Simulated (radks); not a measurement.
The numbers below are computed, except where a source is named.
Excited configurations of the chromium ion Cr2+: one electron is placed in a higher orbital outside [Ar] 3d3. The ground configuration is [Ar] 3d4. Level of theory: Dirac Kohn-Sham, PBE, spin-unpolarised, spherical densities, finite nucleus; open shells are shared between the two j in proportion to 2j + 1; Fermi nuclear charge, rms radius 3.6452 fm (a radial shooting solver on a logarithmic mesh with Libxc functionals). Excitation = E - E(ground); binding = E(ion) - E, where the ion is the core of charge +3; n* = 3/sqrt(2 binding) in atomic units, and the quantum defect is n - n*. Eigenvalue and <r> are those of j = l + 1/2.

| outer orbital | excitation (eV) | binding (eV) | n* | quantum defect | eigenvalue (eV) |
|---|---|---|---|---|---|
| 4p | 11.526 | 19.221 | 2.524 | 1.476 | -15.736 |
| 4d | 18.732 | 12.016 | 3.192 | 0.808 | -9.731 |
| 5s | 18.867 | 11.881 | 3.210 | 1.790 | -10.176 |
| 5p | 20.765 | 9.983 | 3.502 | 1.498 | -8.466 |
| 5d | 23.558 | 7.189 | 4.127 | 0.873 | -6.028 |
| 5f | 25.540 | 5.208 | 4.849 | 0.151 | -4.317 |
| 6s | 23.732 | 7.016 | 4.178 | 1.822 | -6.061 |
| 6p | 24.617 | 6.131 | 4.469 | 1.531 | -5.279 |
| 6f | 27.062 | 3.686 | 5.764 | 0.236 | -3.132 |
| 7s | 26.100 | 4.648 | 5.133 | 1.867 | -4.038 |
| 7p | 26.589 | 4.159 | 5.426 | 1.574 | -3.610 |
| 7d | 27.371 | 3.377 | 6.022 | 0.978 | -2.925 |

The Delta-SCF ionisation energy is 30.748 eV (NIST Atomic Spectra Database: 30.96 eV, measured). Self-interaction in the functional shifts the binding energies and quantum defects, so they are the method's values and not measured ones. Spin polarisation and multiplet splitting are left out, so open shells lie too high by an amount that depends on their filling.

Beside tabulated values, note that spin-unpolarised runs miss the spin-polarisation part of the exchange energy of open shells.
